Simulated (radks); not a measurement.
Problem. Valence configurations of Ga+ (all share [Ar]). All-electron calculation, scalar-relativistic Kohn-Sham, PBEsol, spin-polarised, spherical densities, finite nucleus; open shells are filled with parallel spins first; Fermi nuclear charge, rms radius 3.9973 fm. Program: a radial shooting solver on a logarithmic mesh with Libxc functionals. Order these by energy: 3d9.5 4s0.5 4p2; 3d10 4p2; 3d9 4s1 4p2; 3d9.5 4s1.5 4p1; 3d10 4s2; 3d10 4s1.5 4p0.5; 3d9 4s2 4p1; 3d10 4s1 4p1; 3d8.5 4s1.5 4p2; 3d8 4s2 4p2.

Solution. From the lowest, in eV above it: 3d10 4s2 0.000; 3d10 4s1.5 4p0.5 3.398; 3d10 4s1 4p1 6.292; 3d9.5 4s1.5 4p1 13.280; 3d10 4p2 13.929; 3d9.5 4s0.5 4p2 20.179; 3d9 4s2 4p1 21.416; 3d9 4s1 4p2 27.536; 3d8.5 4s1.5 4p2 37.794; 3d8 4s2 4p2 49.366. NIST lists [Ar] 3d10 4s2 as the ground configuration; this level of theory agrees among the configurations tried. The energies are those of spherical high-spin densities, not of single terms.
